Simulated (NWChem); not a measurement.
System: CdClF; SMILES [Cl][Cd][F]

Here is an NWChem input.

```
start job
memory heap 200 mb stack 900 mb global 1100 mb
geometry units angstroms noautosym nocenter noautoz
  Cd     0.451917    -0.109655     0.000000
  F      0.979967    -1.961002     0.000000
  Cl    -0.170378     2.071339     0.000000
end
basis spherical
  Cd library def2-svpd
  F library def2-svpd
  Cl library def2-svpd
end
ecp
  Cd library def2-ecp
end
dft
  xc bhlyp
  iterations 150
end
tddft
  cis
  nroots 8
  notriplet
end
task tddft energy
```

Geometry: optimised at PBE0/def2-SVP. def2 effective core potentials on Cd; no spin-orbit coupling.

Vertical excitations in the gas phase.

**Question.** What results follow from this input? (BHandHLYP/def2-SVPD with def2 effective core potentials on Cd, TDA.) Quantities: lowest excitation, singlet (eV); oscillator strength of that lowest state; lowest state with f > 0.02, singlet (eV); oscillator strength of that bright state; orbital gap (eV).

**Answer.** 
```
Property                                  Value
----------------------------------------  -----
lowest excitation, singlet (eV)            5.77
oscillator strength of that lowest state  0.016
lowest state with f > 0.02, singlet (eV)   7.11
oscillator strength of that bright state  0.026
orbital gap (eV)                           8.80
```
